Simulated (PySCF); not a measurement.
An unknown shows these calculated signals:

1H NMR (400 MHz, computed): δ 3.17 (m, 1H), 2.43 (m, 2H), 2.36 (m, 3H), 2.14 (m, 2H), 1.19 (d, 6H).

13C{1H} NMR (computed): δ 232.1 (C), 124.9 (C), 46.0 (CH), 32.3 (CH2), 24.4 (CH3), 21.3 (CH3), 15.6 (CH2).

PySCF 2.14.0 with density-fitted response routines calculation with geometry from GFN2-xTB and shieldings: GIAO PBE0/pcSseg-1; isolated molecule, single conformer, non-relativistic, fast rotation and ring inversion assumed for equivalent nuclei.

Chemical shifts δ = σref − σ; 1H and 13C vs TMS, all at this level.

Question: Which of these does the molecule contain: a (CH3)2CH unit, a nitrile, a Si–CH3 group, a CH3CH2 unit, a methoxy group?

Answer: 
- A (CH3)2CH unit: yes (δC 24.4, 46.0; δH 1.19 (d), 3.17 (m)).
- A nitrile: yes (δC 124.9).
- A Si–CH3 group: no.
- A CH3CH2 unit: no.
- A methoxy group: no.

The data belong to `N#CCC/P=C(\C)C(C)C`, C$_{8}$H$_{14}$NP; they needn't prove each group on their own.

Carbon signals by region: 1 in the far downfield region (above 160 ppm), 1 in the sp2 and nitrile region (100–160 ppm), 5 below 50 ppm. Above 160 ppm: 232.1, carbon double-bonded to a heavier main-group atom.

Splittings by 31P in the carbon and heteronuclear signals aren't shown, as no couplings were computed. Shifts are as computed. Against solution values, carbons near 30 ppm lie about +3 ppm off and those near 130 ppm about +5 ppm. Of 1211 compounds with measured shifts, 218 miss one by over three times the rms of a fit or turn the order of signals round; such compounds aren't used in these exercises. Multiplicities follow the n + 1 count of equivalent neighbours, as no J values were calculated; m marks all less simple cases, F and P coupling included.
